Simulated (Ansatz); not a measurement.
Cost and result up the ladder for Ag2F2 (4 atoms). The state is a singlet with charge 0. Geometry: PBE-D4/def2-TZVP.

```xyz
4

Ag   -0.240   -0.683   -0.103
Ag    0.652    1.839    0.280
F    -1.343    1.071   -0.288
F     0.931   -2.227    0.111
```

Ansatz on 4 threads of Arm Neoverse V2 on a shared host. Times are rough, and most runs start from the orbitals of an earlier one. PBE0-D4/def2-TZVP serves as the yardstick here, not as an exact answer. Binding counts from free atoms at the same level (Ag doublet, F doublet; other spins of the atoms weren't run), without zero-point energy or a counterpoise term.

In the def2 sets Ag takes a core potential; there is no spin–orbit coupling. LC-ωPBE has ω = 0.4 bohr⁻¹. Correlated methods freeze 2 core orbitals; core or outer-core shells of Ag are correlated, in sets that lack core-valence functions. No other spin state of charge 0 was run. Another isomer (singlet) lies 0.38 eV lower at PBE0-D4/def2-TZVP; other spin states weren't run for this one.

Correlated methods converge slowly with the basis.

```tsv
level	functions	wall time
LC-ωPBE/def2-TZVP	142	1.4 s
PBE-D4/def2-TZVP (with forces)	142	1.4 s
PBE0-D4/def2-TZVP	142	1.6 s
r2SCANh-D4/def2-TZVP	142	2.4 s
r2SCAN-D4/def2-TZVP	142	2.5 s
CCSD(T)/def2-TZVP	142	67 s
```

**Question.** Estimate what each level gives for the binding energy per atom (eV).

**Answer.** 
```tsv
level	binding energy per atom (eV)	difference from PBE0-D4/def2-TZVP (eV)
LC-ωPBE/def2-TZVP	2.09	0.16
PBE-D4/def2-TZVP (with forces)	2.16	0.22
PBE0-D4/def2-TZVP	1.94	0.00
r2SCANh-D4/def2-TZVP	2.02	0.08
r2SCAN-D4/def2-TZVP	2.11	0.17
CCSD(T)/def2-TZVP	1.98	0.05
```
